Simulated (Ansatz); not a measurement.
H3NOSi, SMILES `[H]/N=[SiH]\O` (N–Si–O–H torsion 0°) (charge 0, multiplicity 1).

Calculation: frozen-core CCSDTQ/6-31g // PBE0-D3(BJ)/def2-TZVP in Ansatz (a program for electronic structure).

Ansatz 0.2 input:
```yaml
crystal:
  periodic: [false, false, false]
  atoms:
    - { symbol: N, position_ang: [-1.177952, -0.464741, -0.746048] }
    - { symbol: Si, position_ang: [-0.20139, 0.433616, 0.101526] }
    - { symbol: O, position_ang: [1.300775, 0.241268, 0.70236] }
    - { symbol: H, position_ang: [-1.056047, -1.396582, -1.106452] }
    - { symbol: H, position_ang: [-0.613294, 1.778443, 0.513932] }
    - { symbol: H, position_ang: [1.747909, -0.592004, 0.534682] }
basis:
  gaussian: { orbitals: "6-31g" }
correlation:
  method: ccsdtq
```

Output:

```
Functional definition: HF
804 factors; integrals over basis functions are off by at most 5.9e-8 eV
mean field evaluation 1: about -11420.2434 eV, gradient 4.5e1 eV
mean field evaluation 2: about -11420.2485 eV, gradient 4.5e1 eV
mean field evaluation 4: about -11424.5595 eV, gradient 3.7e0 eV
mean field evaluation 8: about -11424.6038 eV, gradient 3.6e-1 eV
mean field evaluation 16: about -11420.2429 eV, gradient 4.5e1 eV
mean field -11424.60562696 eV, -419.8465129149 hartree, gradient 1.5e-6 eV, S^2 0.000000; 0 other end points of the search recorded, 0 dependent functions left out
7 core orbitals not correlated
reference -11424.60562696 eV, -419.8465129149 hartree; 9, 9 occupied and 21, 21 virtual orbitals, 804 factors
second order -8.21064605 eV of doubles, -0.00000000 eV of singles
cycle   1  -8.03028935 eV  change    1.8e-1 eV  update   1.2e-1
cycle   2  -8.51013760 eV  change   -4.8e-1 eV  update   6.9e-2
cycle   3  -8.77517374 eV  change   -2.7e-1 eV  update   3.1e-2
cycle   4  -8.77640593 eV  change   -1.2e-3 eV  update   1.3e-2
cycle   5  -8.77494156 eV  change    1.5e-3 eV  update   5.0e-3
cycle   6  -8.77957065 eV  change   -4.6e-3 eV  update   3.0e-3
cycle   7  -8.77940997 eV  change    1.6e-4 eV  update   8.7e-4
cycle   8  -8.77833095 eV  change    1.1e-3 eV  update   4.9e-4
cycle   9  -8.77819399 eV  change    1.4e-4 eV  update   1.9e-4
cycle  10  -8.77841222 eV  change   -2.2e-4 eV  update   1.1e-4
cycle  11  -8.77838489 eV  change    2.7e-5 eV  update   5.0e-5
cycle  12  -8.77837962 eV  change    5.3e-6 eV  update   2.4e-5
cycle  13  -8.77839311 eV  change   -1.3e-5 eV  update   1.3e-5
cycle  14  -8.77837430 eV  change    1.9e-5 eV  update   6.4e-6
cycle  15  -8.77837176 eV  change    2.5e-6 eV  update   2.4e-6
cycle  16  -8.77837257 eV  change   -8.1e-7 eV  update   1.7e-6
Total energy: -11433.38399953 eV, -420.1691121567 hartree
```
